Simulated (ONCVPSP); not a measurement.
## Logarithmic derivatives: Ti (Z = 22), ONCV

ONCVPSP 4.0.1 input, shortened (lines: element, Z, core and valence counts, functional; n l f; lmax; l rc ep ncon nbas qcut; lloc lpopt rc5 dvloc0; l nproj debl; icmod fcfact rcfact), PBE, scalar-relativistic:

```
  Ti 22.00    3    4        4      upf
    1    0    2.00
    2    0    2.00
    2    1    6.00
    3    0    2.00
    3    1    6.00
    3    2    2.00
    4    0    2.00
    2
    0    1.70    0.00    4    7    7.30
    1    1.05    0.00    4    7    9.00
    2    1.55    0.00    4    9    9.20
    4    3    0.70    2.00
    0    2    0.40
    1    2    0.40
    2    2    0.50
    3    2.75    1.75
```

In the p channel the program set the typed energies aside and used -1.428, 0.250 Ha.

The phase is arctan(r·R′/R) of the radial function R(r), unwrapped; energies in Ha, scanned from -4 to 5 Ha. A pole is an energy at which the radial function vanishes at the test radius. The pseudo phase is shifted by a multiple of π to meet the all-electron one at the reference energy, and phase errors are pseudo minus all-electron; the curves can meet again beyond the range given. Levels narrower than the energy grid can be missing from the lists of poles.

```
channel  radius (bohr)  reference energy (Ha)  poles, all-electron  poles, pseudo  unbroken range about the reference energy with phases within 0.05 rad  phase error 1 Ha above the reference energy (rad)
      s           1.73                  -0.16                -1.97          -1.97                                                        the whole range                                             -0.001
      p           1.07                  -1.43                 2.90           2.89                                                        the whole range                                             -0.000
      d           1.57                  -0.16                 0.78           0.78                                                        the whole range                                             -0.000
```

Phases in the p channel:

```json
{"E (Ha)": "-3.98", "all-electron": "0.477", "pseudo": "0.477"}
{"E (Ha)": "-3.74", "all-electron": "0.355", "pseudo": "0.354"}
{"E (Ha)": "-3.50", "all-electron": "0.213", "pseudo": "0.213"}
{"E (Ha)": "-3.26", "all-electron": "0.054", "pseudo": "0.054"}
{"E (Ha)": "-3.02", "all-electron": "-0.117", "pseudo": "-0.117"}
{"E (Ha)": "-2.78", "all-electron": "-0.290", "pseudo": "-0.290"}
{"E (Ha)": "-2.54", "all-electron": "-0.457", "pseudo": "-0.457"}
{"E (Ha)": "-2.30", "all-electron": "-0.609", "pseudo": "-0.609"}
{"E (Ha)": "-2.06", "all-electron": "-0.743", "pseudo": "-0.743"}
{"E (Ha)": "-1.82", "all-electron": "-0.858", "pseudo": "-0.858"}
{"E (Ha)": "-1.58", "all-electron": "-0.955", "pseudo": "-0.955"}
{"E (Ha)": "-1.34", "all-electron": "-1.038", "pseudo": "-1.038"}
{"E (Ha)": "-1.10", "all-electron": "-1.107", "pseudo": "-1.107"}
{"E (Ha)": "-0.86", "all-electron": "-1.167", "pseudo": "-1.167"}
{"E (Ha)": "-0.62", "all-electron": "-1.218", "pseudo": "-1.218"}
{"E (Ha)": "-0.38", "all-electron": "-1.263", "pseudo": "-1.263"}
{"E (Ha)": "-0.14", "all-electron": "-1.302", "pseudo": "-1.302"}
{"E (Ha)": "0.10", "all-electron": "-1.336", "pseudo": "-1.336"}
{"E (Ha)": "0.34", "all-electron": "-1.367", "pseudo": "-1.367"}
{"E (Ha)": "0.58", "all-electron": "-1.394", "pseudo": "-1.394"}
{"E (Ha)": "0.82", "all-electron": "-1.419", "pseudo": "-1.419"}
{"E (Ha)": "1.06", "all-electron": "-1.442", "pseudo": "-1.442"}
{"E (Ha)": "1.30", "all-electron": "-1.462", "pseudo": "-1.462"}
{"E (Ha)": "1.54", "all-electron": "-1.482", "pseudo": "-1.482"}
{"E (Ha)": "1.78", "all-electron": "-1.500", "pseudo": "-1.500"}
{"E (Ha)": "2.02", "all-electron": "-1.516", "pseudo": "-1.516"}
{"E (Ha)": "2.26", "all-electron": "-1.532", "pseudo": "-1.532"}
{"E (Ha)": "2.50", "all-electron": "-1.547", "pseudo": "-1.547"}
{"E (Ha)": "2.74", "all-electron": "-1.562", "pseudo": "-1.562"}
{"E (Ha)": "2.98", "all-electron": "-1.575", "pseudo": "-1.576"}
{"E (Ha)": "3.22", "all-electron": "-1.589", "pseudo": "-1.589"}
{"E (Ha)": "3.46", "all-electron": "-1.602", "pseudo": "-1.603"}
{"E (Ha)": "3.70", "all-electron": "-1.615", "pseudo": "-1.615"}
{"E (Ha)": "3.94", "all-electron": "-1.628", "pseudo": "-1.628"}
{"E (Ha)": "4.18", "all-electron": "-1.640", "pseudo": "-1.641"}
{"E (Ha)": "4.42", "all-electron": "-1.653", "pseudo": "-1.654"}
{"E (Ha)": "4.66", "all-electron": "-1.666", "pseudo": "-1.667"}
{"E (Ha)": "4.90", "all-electron": "-1.679", "pseudo": "-1.680"}
```
